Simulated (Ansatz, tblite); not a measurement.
Forces on Cd₃Te₃ at its PBE-D4/def2-SVP geometry. Charge 0, multiplicity 1.

In the def2 sets Cd, Te take a core potential; there is no spin–orbit coupling. The xTB rows come from tblite. Another isomer (singlet) lies 0.23 eV lower at PBE0-D4/def2-TZVP; other spin states weren't run for this one.

GFN1-xTB (tblite), largest force 1.42 eV/Å:

```xyz
6
positions Å, forces eV/Å
Cd    0.612   -0.456    1.993    0.067   -0.030    0.187
Cd   -1.918    0.592    0.726   -0.176    0.070    0.064
Cd    1.953   -0.022   -3.918   -0.149   -0.018    0.283
Te   -0.729    0.284   -1.700    1.317   -0.499    0.206
Te    1.654   -0.715   -0.505   -0.967    0.458   -0.939
Te   -1.573    0.317    3.404   -0.092    0.018    0.200
```

GFN2-xTB (tblite), largest force 1.32 eV/Å:

```
Cd -0.080 -0.004 0.242
Cd -0.141 0.021 0.209
Cd -0.312 -0.082 0.554
Te 1.241 -0.356 -0.259
Te -0.526 0.383 -1.143
Te -0.181 0.038 0.398
```

PBE-D4/def2-TZVP (Ansatz), largest force 0.17 eV/Å:

```
Cd -0.027 0.010 -0.030
Cd 0.038 -0.016 0.002
Cd -0.008 -0.003 0.014
Te 0.123 -0.050 0.104
Te -0.152 0.065 -0.034
Te 0.026 -0.007 -0.057
```
